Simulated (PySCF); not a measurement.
# Deuteron quadrupole couplings in `CC(C)(C)[P-]N([SiH3])[SiH3]`

Species: C4H15NPSi2 (charge -1).
Structure used (GFN2-xTB), in Å, numbered top down from 1:
```
atom  x, y, z in Å
C1    -1.4116    0.8454   -1.0442
C2    -1.2328   -0.0032    0.2140
C3    -1.1594   -1.4726   -0.1965
C4    -2.4339    0.2021    1.1394
P5     0.3238    0.5807    1.1959
N6     1.5658    0.2087   -0.0398
Si7    2.3809    1.3981   -0.9498
Si8    2.2607   -1.0407    0.9390
H9    -1.4949    1.8991   -0.7827
H10   -2.3091    0.5445   -1.5944
H11   -0.5454    0.7234   -1.6905
H12   -0.2830   -1.6352   -0.8198
H13   -1.0797   -2.1109    0.6822
H14   -2.0535   -1.7605   -0.7601
H15   -3.3637   -0.0865    0.6414
H16   -2.3197   -0.3955    2.0430
H17   -2.5046    1.2473    1.4359
H18    1.4166    2.2609   -1.6424
H19    3.3007    2.2951   -0.2158
H20    3.1910    0.6878   -1.9567
H21    1.4334   -2.2452    0.9866
H22    2.8177   -0.6439    2.2442
H23    3.4960   -1.4719    0.1813
```

Level: PBE0/pcSseg-1 (PySCF, non-relativistic); Q(2H) = 0.00286 b; rigid geometry, the same for H and D, with no vibrational averaging.

Question: Rank these positions by the coupling χzz of a deuteron there, largest first.
A. H22 (Si–H hydrogen)
B. H23 (Si–H hydrogen)
C. H21 (Si–H hydrogen)
D. H14 (methyl hydrogen)
E. H19 (Si–H hydrogen)
F. H16 (methyl hydrogen)

Answer: F (212 kHz), D (207 kHz), C (115 kHz), A (108 kHz), E (104 kHz), B (90 kHz).

What are Vzz, η and χzz (234.96 MHz × Q × Vzz) at all hydrogens?

```
atom  bonded to  bond length (Å)  Vzz (au)     η  χzz (kHz)
  H9         C1            1.089    0.3166  0.01        213
 H10         C1            1.095    0.3095  0.01        208
 H11         C1            1.088    0.3170  0.00        213
 H12         C3            1.088    0.3153  0.01        212
 H13         C3            1.089    0.3167  0.01        213
 H14         C3            1.095    0.3086  0.01        207
 H15         C4            1.094    0.3116  0.01        209
 H16         C4            1.089    0.3160  0.00        212
 H17         C4            1.089    0.3164  0.01        213
 H18        Si7            1.468    0.1631  0.02        110
 H19        Si7            1.480    0.1542  0.03        104
 H20        Si7            1.475    0.1588  0.01        107
 H21        Si8            1.462    0.1708  0.07        115
 H22        Si8            1.474    0.1614  0.07        108
 H23        Si8            1.512    0.1340  0.04         90
```

Average by the element that carries the hydrogen.

on C: 211 kHz over 9 positions, mean bond length 1.091 Å; on Si: 106 kHz over 6 positions, mean bond length 1.478 Å.

A static deuteron (I = 1) shows a doublet split by (3/2)χ, (3/4)χ(1 + η) and (3/4)χ(1 − η) with the field along z, y and x of the gradient. What are these for H22?

With |χ| = 108.5 kHz and η = 0.075: 163, 87 and 75 kHz, to first order and without motion.

One conformer (not necessarily the lowest) at the GFN2-xTB geometry, without solvent, vibrations or thermal averaging. The pcSseg-1 basis has no diffuse functions, a weakness for an anion. The HOMO energy is positive at this level (+0.01 eV), so the outermost electrons may be held by the finite basis alone. GFN2-xTB bond lengths can be off by several hundredths of an ångström, more for odd bonds, and the gradients follow them. With so small a basis the couplings can be 20 % off.

These values come from a run that also computed NMR shieldings. The run took 42 s on one thread, x86-64 server, on a shared host.
